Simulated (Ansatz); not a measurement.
System: sum formula GeBr3Cl, charge 0, multiplicity 1. SMILES: [Cl][Ge]([Br])([Br])[Br]
Geometry: optimised at B3LYP-D3(BJ)/def2-TZVP (Ansatz, a quantum-chemistry and plane-wave program).

Quantity: atomisation energy (electronic, to ground-state atoms), in kJ/mol. Valence correlation only, unless marked. Open shells are spin-unrestricted. Spin-orbit coupling is left out. Frozen are the shells of the preceding noble gas and the d and f shells that filled before the atom's block. No relativistic terms. The coupled-cluster limit lacks core correlation, which all-electron functionals hold. CBS(X,Y): correlation extrapolated as X^-3; Hartree-Fock from the larger set.

```
level                                        program  atomisation energy (kJ/mol)
------------------------------------  --------------  ---------------------------
r2SCAN-D4/def2-TZVPD                  Ansatz + dftd4                       1291.7
B3LYP-D3(BJ)/def2-TZVPD               Ansatz + dftd3                       1221.7
B3LYP/def2-TZVPD                              Ansatz                       1171.5
BHLYP-D4/def2-TZVPD                   Ansatz + dftd4                       1187.7
r2SCAN0/def2-TZVPD                            Ansatz                       1248.7
HSE06-D3(BJ)/def2-TZVPD               Ansatz + dftd3                       1275.2
wB97M-V/def2-TZVPD                            Ansatz                       1234.2
B2PLYP/def2-TZVPD                             Ansatz                       1207.4
CCSD(T)/CBS(def2-TZVPP,def2-QZVPP)            Ansatz                       1264.6
CCSD(T)/CBS(def2-TZVPPD,def2-QZVPPD)          Ansatz                       1263.8
```
